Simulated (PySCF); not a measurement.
PySCF input (BP86/6-31G* with LANL2DZ past Ar (5d)):

```python
from pyscf import gto, dft

mol = gto.M(
    atom='''
    F    -1.55402500   -1.36231200   -0.32154700
    Ge   -0.75566800   -0.00355200    0.41921600
    F    -1.55101600    1.37215500   -0.29295300
    Br    1.48933600    0.00071700   -0.22526900
    ''',
    basis={'default': '6-31g*', 'Br': 'lanl2dz', 'Ge': 'lanl2dz'},
    ecp={'Br': 'lanl2dz', 'Ge': 'lanl2dz'},
    charge=0,
    spin=1,
    verbose=4,
)

mf = dft.UKS(mol, xc='bp86')
mf.grids.level = 3
mf.conv_tol = 1e-9
mf.max_cycle = 100
mf.max_memory = 1500
mf.kernel()
if not mf.converged:
    mf = mf.newton()
    mf.kernel(mf.make_rdm1())
mo, _, stable, _ = mf.stability(return_status=True)
if not stable:
    mf.kernel(mf.make_rdm1(mo, mf.mo_occ))
    stable = mf.stability(return_status=True)[2]
mf.dip_moment()
```

Output:

```
PySCF version 2.14.0

[INPUT] verbose = 4
[INPUT] num. atoms = 4
[INPUT] num. electrons = 29
[INPUT] charge = 0
[INPUT] spin (= nelec alpha-beta = 2S) = 1
[INPUT] symmetry False subgroup None
[INPUT] Mole.unit = angstrom
[INPUT] Symbol           X                Y                Z      unit          X                Y                Z       unit  Magmom
[INPUT]  1 F     -1.554025000000  -1.362312000000  -0.321547000000 AA   -2.936681640727  -2.574396576208  -0.607635766176 Bohr   0.0
[INPUT]  2 Ge    -0.755668000000  -0.003552000000   0.419216000000 AA   -1.428005561098  -0.006712307194   0.792203427036 Bohr   0.0
[INPUT]  3 F     -1.551016000000   1.372155000000  -0.292953000000 AA   -2.930995454818   2.592997150453  -0.553600937370 Bohr   0.0
[INPUT]  4 Br     1.489336000000   0.000717000000  -0.225269000000 AA    2.814437147455   0.001354933631  -0.425696714355 Bohr   0.0

nuclear repulsion = 63.884643774403
number of shells = 20
number of NR pGTOs = 78
number of NR cGTOs = 44
basis = {'default': '6-31g*', 'Br': 'lanl2dz', 'Ge': 'lanl2dz'}
ecp = {'Br': 'lanl2dz', 'Ge': 'lanl2dz'}

******** <class 'pyscf.dft.uks.UKS'> ********
method = UKS
initial guess = minao
damping factor = 0
level_shift factor = 0
DIIS = <class 'pyscf.scf.diis.CDIIS'>
diis_start_cycle = 1
diis_space = 8
diis_damp = 0
SCF conv_tol = 1e-09
SCF conv_tol_grad = None
SCF max_cycles = 100
direct_scf = True
direct_scf_tol = 1e-13
number electrons alpha = 15  beta = 14
XC library pyscf.dft.libxc version 7.1.2
    S. Lehtola, C. Steigemann, M. J. T. Oliveira, and M. A. L. Marques,  SoftwareX 7, 1–5 (2018)
XC functionals = bp86
    A. D. Becke,  Phys. Rev. A 38, 3098 (1988)
    J. P. Perdew,  Phys. Rev. B 33, 8822 (1986)
    J. P. Perdew,  Phys. Rev. B 34, 7406–7406 (1986)
radial grids:
    Treutler-Ahlrichs [JCP 102, 346 (1995); DOI:10.1063/1.469408] (M4) radial grids

becke partition: Becke, JCP 88, 2547 (1988); DOI:10.1063/1.454033
pruning grids: <function nwchem_prune>
grids dens level: 3
symmetrized grids: False
atomic radii adjust function: <function treutler_atomic_radii_adjust>
small_rho_cutoff = 0
Set gradient conv threshold to 3.16228e-05
tot grids = 69592
init E= -194.085542521818
  alpha nocc = 15  HOMO = 0.0144227302198701  LUMO = 0.118258253315596
  beta  nocc = 14  HOMO = -0.011317686032296  LUMO = 0.0144227302198665

WARN: HOMO 0.0144227302198701 >= LUMO 0.0144227302198665

cycle= 1 E= -215.756004491065  delta_E= -21.7  |g|=  1.2  |ddm|= 3.41
  alpha nocc = 15  HOMO = -0.00668809205379619  LUMO = 0.062256530286931
  beta  nocc = 14  HOMO = -0.00797370280237614  LUMO = -0.00549482468221787
  HOMO = -0.0066880920538  LUMO = -0.00549482468222  gap/eV = 0.03247
cycle= 2 E= -211.435309108761  delta_E= 4.32  |g|=  3.1  |ddm|= 3.66
  alpha nocc = 15  HOMO = -0.223038770398023  LUMO = -0.0565273599750817
  beta  nocc = 14  HOMO = -0.381224890766308  LUMO = -0.213784651438942
  HOMO = -0.223038770398  LUMO = -0.213784651439  gap/eV = 0.25182
cycle= 3 E= -216.477000982157  delta_E= -5.04  |g|= 0.493  |ddm|= 2.85
  alpha nocc = 15  HOMO = -0.229694814710266  LUMO = -0.0334217560832859
  beta  nocc = 14  HOMO = -0.233928772133622  LUMO = -0.207983389405058
  HOMO = -0.22969481471  LUMO = -0.207983389405  gap/eV = 0.59080
cycle= 4 E= -216.568888998874  delta_E= -0.0919  |g|= 0.377  |ddm|= 1.31
  alpha nocc = 15  HOMO = -0.227527574389125  LUMO = -0.0193117536952627
  beta  nocc = 14  HOMO = -0.288779490657375  LUMO = -0.19189094202352
  HOMO = -0.227527574389  LUMO = -0.191890942024  gap/eV = 0.96972
cycle= 5 E= -216.711090963579  delta_E= -0.142  |g|= 0.0878  |ddm|= 0.705
  alpha nocc = 15  HOMO = -0.251863956355397  LUMO = -0.042177407458361
  beta  nocc = 14  HOMO = -0.294889680966236  LUMO = -0.213056223922489
  HOMO = -0.251863956355  LUMO = -0.213056223922  gap/eV = 1.05601
cycle= 6 E= -216.715850303573  delta_E= -0.00476  |g|= 0.0157  |ddm|= 0.132
  alpha nocc = 15  HOMO = -0.249849669156784  LUMO = -0.0395147343215996
  beta  nocc = 14  HOMO = -0.292154926940238  LUMO = -0.209644591353257
  HOMO = -0.249849669157  LUMO = -0.209644591353  gap/eV = 1.09404
cycle= 7 E= -216.716029314729  delta_E= -0.000179  |g|= 0.00407  |ddm|= 0.0265
  alpha nocc = 15  HOMO = -0.249900864517333  LUMO = -0.039536605971076
  beta  nocc = 14  HOMO = -0.292563587729524  LUMO = -0.209239714987902
  HOMO = -0.249900864517  LUMO = -0.209239714988  gap/eV = 1.10645
cycle= 8 E= -216.716039461968  delta_E= -1.01e-05  |g|= 0.000644  |ddm|= 0.00486
  alpha nocc = 15  HOMO = -0.249982055523226  LUMO = -0.0395787338139684
  beta  nocc = 14  HOMO = -0.292607966375525  LUMO = -0.209220953702385
  HOMO = -0.249982055523  LUMO = -0.209220953702  gap/eV = 1.10917
cycle= 9 E= -216.716039710484  delta_E= -2.49e-07  |g|= 0.000131  |ddm|= 0.000893
  alpha nocc = 15  HOMO = -0.249976487039529  LUMO = -0.0395835530302193
  beta  nocc = 14  HOMO = -0.292611002336364  LUMO = -0.209202994267244
  HOMO = -0.24997648704  LUMO = -0.209202994267  gap/eV = 1.10950
cycle= 10 E= -216.716039708871  delta_E= 1.61e-09  |g|= 0.000183  |ddm|= 0.000238
  alpha nocc = 15  HOMO = -0.249974959685403  LUMO = -0.0395826403358797
  beta  nocc = 14  HOMO = -0.29261092221911  LUMO = -0.209200808983411
  HOMO = -0.249974959685  LUMO = -0.209200808983  gap/eV = 1.10952
cycle= 11 E= -216.716039721177  delta_E= -1.23e-08  |g|= 1.38e-05  |ddm|= 0.000135
  alpha nocc = 15  HOMO = -0.249973969480507  LUMO = -0.0395820682325514
  beta  nocc = 14  HOMO = -0.292610536132094  LUMO = -0.209200058742205
  HOMO = -0.249973969481  LUMO = -0.209200058742  gap/eV = 1.10951
cycle= 12 E= -216.716039721282  delta_E= -1.05e-10  |g|= 1.69e-06  |ddm|= 1.71e-05
  alpha nocc = 15  HOMO = -0.249974151406303  LUMO = -0.0395828261953746
  beta  nocc = 14  HOMO = -0.292610178200377  LUMO = -0.20920049172209
  HOMO = -0.249974151406  LUMO = -0.209200491722  gap/eV = 1.10951
Extra cycle  E= -216.716039721281  delta_E= 6.82e-13  |g|= 1.89e-06  |ddm|= 5.89e-06
converged SCF energy = -216.716039721281  <S^2> = 0.75143654  2S+1 = 2.001436
uhf_internal: lowest eigs of H = [0.27257613 0.28511946 0.29051891]
<class 'pyscf.dft.uks.UKS'> wavefunction is stable in the internal stability analysis
Dipole moment(X, Y, Z, Debye): -0.08802, -0.01819,  1.74869
```

The geometry given is a B3LYP-D3(BJ)/def2-TZVP minimum.
